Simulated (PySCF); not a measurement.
**Static response to an electric field**

Compound: C2H8N2Si2.
Geometry (GFN2-xTB, Å), atoms numbered from 1 in this order:
```xyz
14
C2H8N2Si2 angstrom
N      1.5411   -1.4780    0.4929
Si     1.3560   -0.1672   -0.6023
N      1.3303    1.5318   -0.0455
C      0.1198    1.7051   -0.4245
C     -0.4582    0.4310   -0.9167
Si    -1.8437   -0.2381    0.1822
H      2.4411   -1.9215    0.5572
H      1.1272   -1.3996    1.4077
H      2.1879   -0.3939   -1.7710
H     -0.3765    2.6664   -0.3641
H     -0.8111    0.4898   -1.9471
H     -1.4287   -0.2147    1.5884
H     -3.0393    0.6006    0.0339
H     -2.1466   -1.6122   -0.2182
```

Level: PBE0/def2-SVPD (PySCF), static field, nuclei fixed, core orbitals frozen in the response. The polarisability tensor in these axes (au):

```
x   101.02  -2.80  -1.56
y    -2.80  85.64  -2.31
z    -1.56  -2.31  73.54
```

Problem. Diagonalise the tensor; give its mean and Δα, where Δα² is half the sum of the squared differences of the eigenvalues.

Solution. Principal values 72.96, 85.67 and 101.56 au; mean 86.73 au = 12.85 Å³ = 14.30 × 10⁻⁴⁰ C²·m²/J; Δα = 24.82 au (29 % of the mean).

Problem. What is the dipole moment, and where does it point?

Solution. (-0.34, -1.53, -0.23) D, 1.59 D in size, pointing from the negative to the positive side. Measured along this direction, the outermost atoms are H10 at the negative end and H14 at the positive end.

Problem. What molar refraction does this α imply?

Solution. Lorentz–Lorenz: R = (4π/3)N_A α = 2.5225 cm³/(mol·Å³) × 12.85 Å³ = 32.4 cm³/mol, in the limit of long wavelengths.

Problem. Find the Langevin capture rate constant for H3+ (3.023 u) meeting this molecule (116.023 u), k = 2.342 × 10⁻⁹ cm³/s × √(α in Å³ / reduced mass in u).

Solution. The reduced mass is 2.95 u, so k = 4.89 × 10⁻⁹ cm³/s. The formula leaves out the permanent dipole, which adds to the capture rate.

Problem. Refractivity n − 1 of an ideal gas of it at 400 K and 1 atm, from the electronic α?

Solution. N = p/kT = 1.8347 × 10¹⁹ cm⁻³, so n − 1 = 2π × N × 12.85 × 10⁻²⁴ cm³ = 1482 × 10⁻⁶ at long wavelengths, for an ideal gas.

Problem. What are the principal values of the traceless quadrupole moment, Θ = ½Σq(3rr − r²1), about the centre of nuclear charge?

Solution. -13.91, 1.88, 12.04 D·Å. The values depend on the origin, since the dipole doesn't vanish. The electronic extent ⟨r²⟩ about the same centre is 907 bohr², a root-mean-square distance of 2.02 Å for the 62 electrons.

Problem. Rayleigh depolarisation ratio (linearly polarised light, static tensor)?

Solution. ρ = 3Δα²/(45ᾱ² + 4Δα²) = 1847.9/(338525 + 2463.8) = 0.00542.

Geometry: GFN2-xTB, one conformer, isolated molecule.
